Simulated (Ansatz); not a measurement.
Consider the formal exchange of groups at the Si–C bond: `C[SiH2]O` + `CBCl` → `CB(Cl)[SiH2]O` + CH₄.

Calculated with Ansatz (gas phase, PBE0-D4/def2-TZVP geometries, no zero-point term in ΔE). CCSD(T)/CBS adds triple-zeta CCSD(T) − MP2 to the extrapolated MP2 energy (def2 sets, frozen cores). This one scheme is used for every species. DFT in def2-TZVPP. B3LYP here is the variant with VWN-RPA as its local correlation; programs differ in this. Each species was taken in one conformer, which may not be the lowest.

`C[SiH2]O`:

Z-matrix (Å, degrees):
```
C
Si 1 1.863
H 1 1.093 2 111.0
H 1 1.094 2 110.2 3 119.8
H 1 1.093 2 111.5 3 -120.7
O 2 1.652 1 112.6 3 57.7
H 2 1.492 1 108.9 3 -179.5
H 2 1.483 1 110.6 3 -59.4
H 6 0.957 2 117.7 1 68.6
```

`CBCl`:

Cartesian coordinates in Å:
```
C 0.230 0.645 -0.223
B -0.345 -0.732 0.188
Cl 0.380 -1.690 1.461
H 1.091 0.975 0.359
H -0.560 1.404 -0.161
H 0.507 0.613 -1.284
H -1.302 -1.215 -0.340
```

`CB(Cl)[SiH2]O`:

Cartesian coordinates in Å:
```
C 0.717 0.396 1.506
B -0.084 0.857 0.258
Cl -0.738 2.491 0.204
Si -0.521 -0.278 -1.360
O 0.160 -1.788 -1.333
H 0.018 -0.171 2.139
H 1.516 -0.305 1.249
H 1.114 1.211 2.114
H 0.017 0.376 -2.581
H -2.008 -0.368 -1.488
H -0.190 -2.421 -0.707
```

CH₄:

```xyz
5

C     0.000    0.000    0.000
H     0.465    0.894   -0.413
H    -0.297    0.188    1.032
H     0.711   -0.826   -0.029
H    -0.879   -0.257   -0.590
```

**Question.** Is it downhill or uphill in electronic energy at CCSD(T)/CBS, and by how much? (Best estimate.)

**Answer.** Ansatz gave: Uphill: ΔE = +22.3 kJ/mol.

**Question.** What do these levels give: PBE0-D4, B3LYP-D4, ωB97X-V, ωB97M-V, B3LYP, HF/CBS(def2)? (Estimate.)

**Answer.** Computed: PBE0-D4 16.4, B3LYP-D4 18.4, ωB97X-V 22.1, ωB97M-V 26.1, B3LYP 24.0, HF/CBS(def2) 35.4 kJ/mol.

Largest T1 diagnostic among the species: 0.012.

The D4 term adds −5.5 kJ/mol with B3LYP and −3.3 kJ/mol with PBE0; it sums over pairs of atoms, weighted by their polarisabilities, and B3LYP, whose exchange is more repulsive, gets the larger term. From PBE to PBE0 (25 % exact exchange), in def2-TZVPP and without D4, ΔE moves by +4.9 kJ/mol. In def2-TZVPP, CCSD(T) changes the Hartree–Fock value by −11.8 kJ/mol (the triples alone add −2.2 kJ/mol) and MP2 by −7.5 kJ/mol.
